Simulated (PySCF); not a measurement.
# NaI and its ions

RHF-MP2; basis Na def2-SVPD, I def2-SVPD with ECP28; scalar-relativistic core potentials; PySCF 2.14. Neutral (RHF): singlet (closed shell), Re = 2.783 Å, ωe = 242 cm⁻¹, De = 3.29 eV.

NaI⁻ (UHF): doublet (σ ↑), Re = 3.005 Å, ωe = 163 cm⁻¹, De = 0.92 eV to Na + I⁻. The energies at the minima are -458.66847 hartree for NaI and -458.69765 for NaI⁻.

**Question.** Work out the adiabatic electron affinity, without and with harmonic zero-point energies (1 hartree = 27.2114 eV, 1 eV = 8065.5 cm⁻¹), and the change of the bond length.

**Answer.** At MP2: 0.02918 hartree = 0.794 eV between the minima; the zero-point term (242.0 − 163.0)/2 cm⁻¹ = +0.005 eV makes it 0.799 eV. Re changes by +22.2 pm against the neutral. The electron enters a σ orbital, and the longer bond of the ion fits an antibonding orbital, or a change in how ionic the bond is.

Correlated steps freeze 5 core orbitals. Correlated levels converge slowly with the basis: in double zeta they bind strong bonds too weakly, by up to about 1 eV, and carry superposition errors of some tenths. Spin–orbit coupling is left out, which matters for elements this heavy, above all for dissociation energies. For an ion De counts to the pair picked by the measured ionisation energies or electron affinities, which need not be the lowest pair at this level. Where the molecule has an RHF reference, its open-shell atoms are computed with UHF. States were picked by a PBE0 search and need not be the measured ground states.

Neutral and ion stand on different kinds of reference determinant, which adds to the error of the difference.
